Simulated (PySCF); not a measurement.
**Correlation energy of Sc (scandium, neutral)**

[Ar] 3d3, high-spin 4F determinant (an excited configuration). Computed with PySCF 2.14 in x2c-QZVPPall (11s7p5d3f2g, 96 functions), with scalar relativity by spin-free X2C-1e. Frozen: [Ne]; 11 electrons correlated.

| level | correlation energy (mhartree) |
| --- | --- |
| CCSD | -311.59 |
| (T) | -11.85 |
| CCSD(T) | -323.44 |

Diagnostics: T1 = 0.012, D1 = 0.0318, largest double amplitude 0.053.

Problem. Is a single reference adequate?

Solution. Yes: T1 lies below 0.03 and no double amplitude reaches 0.07.

This basis was not built for core-valence correlation, so the inner-shell part is incomplete.
